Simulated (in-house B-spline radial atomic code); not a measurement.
## RPA and G0W0 on LC-wPBE: Si VIII (Si7+)

Configuration [He] 2s2 2p3, highest spin, mean-field start LC-wPBE. Computed with a B-spline radial code for spherical atoms: all electrons, non-relativistic, point nucleus, each spin shell either full or empty, empty states to l = 9 with an (l + 1/2)⁻⁴ tail; G0W0 by contour deformation at full frequency.

Command:
```bash
python run_gw.py task.json out
```
Settings (radii: box in bohr, nucleus in fm):
```
Z                        14
electrons                7
configuration            [He] 2s2 2p3
hamiltonian              nr
method                   lc_wpbe
lmax                     9
spin_polarised           True
box_radius               8.41
intervals                46
```

Time taken, with all properties: 1.3 s on 1 thread of Arm Neoverse N1, on a shared host.

Energies (hartree):

```json
{"term": "mean-field total", "value": "-262.72065"}
{"term": "Hartree-Fock functional on these orbitals", "value": "-262.63027"}
{"term": "direct second order", "value": "-0.41352"}
{"term": "second-order exchange", "value": "0.19784"}
{"term": "SOSEX correction", "value": "0.18109"}
```

Question: What is the RPA correlation energy, and what remains with SOSEX?

Answer: RPA gives -0.37685 hartree (-1.46 eV per electron); RPA + SOSEX gives -0.19576, and the second-order doubles -0.21569 hartree (no singles). SOSEX takes back 48 % of the RPA value.

Quasi-particle levels (eV):

```
  level  occupied  mean field  Σx - vxc     Σc  QP weight      G0W0
  2p up       yes     -287.14    -18.40      ?          ?         ?
2s down       yes     -310.77     -9.24  -3.09      0.977   -323.10
1s down       yes    -2003.86    -81.98  16.24      0.915  -2069.60
2p down        no     -260.49     18.29  -4.18      0.982   -246.38
```

G0W0 = mean field + (Σx - vxc) + Σc, with Σc (partial-wave tail included) taken at the quasi-particle energy. Levels of low weight are left out.

Question: Where does G0W0 put 2p up?

Answer: At -303.90 eV, with Σc = 1.64 eV and a quasi-particle weight of 0.976. The tabulated removal energy is 303.59 ± 0.05 eV (NIST, semi-empirical); the calculation leaves out relativity, Breit and QED terms, and what these don't explain is the method's own error.
